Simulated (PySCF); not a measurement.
C₅H₇F, SMILES C(/C=C)(=C/F)C. Atoms are numbered in the order given.

```xyz
13

C      0.9539     2.0791     0.0000
C      0.8700     0.7388     0.0000
C     -0.3757    -0.0297     0.0000
C     -1.7018     0.6816     0.0000
C     -0.3462    -1.3734     0.0000
F      0.7990    -2.0712     0.0000
H      0.0689     2.7207     0.0000
H      1.9243     2.5810     0.0000
H      1.7900     0.1474     0.0000
H     -2.5425    -0.0273     0.0000
H     -1.8020     1.3294     0.8866
H     -1.8020     1.3294    -0.8866
H     -1.2290    -2.0188     0.0000
```

Geometry: B3LYP-D3(BJ)/def2-SVP. Other conformers were not sampled.

These are M06-2X/def2-TZVP in PySCF values and carry that method's errors.

ESP charges are fitted to the potential on shells at 1.4 to 2.0 van der Waals radii. Atomic charges (e):

```tsv
atom	Löwdin	Mulliken	meta-Löwdin	ESP fit
C1	-0.20	-0.33	-0.26	-0.47
C2	-0.16	-0.10	-0.11	-0.13
C3	-0.22	0.05	-0.02	0.26
C4	(withheld)	-0.52	-0.33	-0.75
C5	(withheld)	0.08	0.16	-0.12
F6	(withheld)	-0.20	-0.27	-0.15
H7	0.12	0.14	0.11	0.20
H8	0.13	0.14	0.12	0.20
H9	(withheld)	0.15	0.13	0.16
H10	(withheld)	0.14	0.12	0.19
H11	(withheld)	0.17	0.12	0.22
H12	(withheld)	0.17	0.12	0.22
H13	0.13	0.13	0.12	0.18
```

**Question.** Fill in the missing entries. (The exact figures need the calculation; the answer reports its results.)

**Answer.** 
- C4, Löwdin: -0.26
- C5, Löwdin: -0.24
- F6, Löwdin: 0.16
- H9, Löwdin: 0.15
- H10, Löwdin: 0.13
- H11, Löwdin: 0.13
- H12, Löwdin: 0.13

Computed Mayer and Wiberg (Löwdin basis) orders of the bonds:
```json
[
 {"bond": "C1–C2", "Mayer": "1.82", "Wiberg": "2.11"},
 {"bond": "C2–C3", "Mayer": "1.03", "Wiberg": "1.22"},
 {"bond": "C3–C4", "Mayer": "0.90", "Wiberg": "1.21"},
 {"bond": "C3–C5", "Mayer": "1.78", "Wiberg": "1.89"},
 {"bond": "C5–F6", "Mayer": "1.01", "Wiberg": "1.73"},
 {"bond": "C1–H7", "Mayer": "0.97", "Wiberg": "0.89"},
 {"bond": "C1–H8", "Mayer": "0.98", "Wiberg": "0.89"},
 {"bond": "C2–H9", "Mayer": "0.95", "Wiberg": "0.81"},
 {"bond": "C4–H10", "Mayer": "0.98", "Wiberg": "0.89"},
 {"bond": "C4–H11", "Mayer": "0.97", "Wiberg": "0.89"},
 {"bond": "C4–H12", "Mayer": "0.97", "Wiberg": "0.89"},
 {"bond": "C5–H13", "Mayer": "1.00", "Wiberg": "0.87"}
]
```
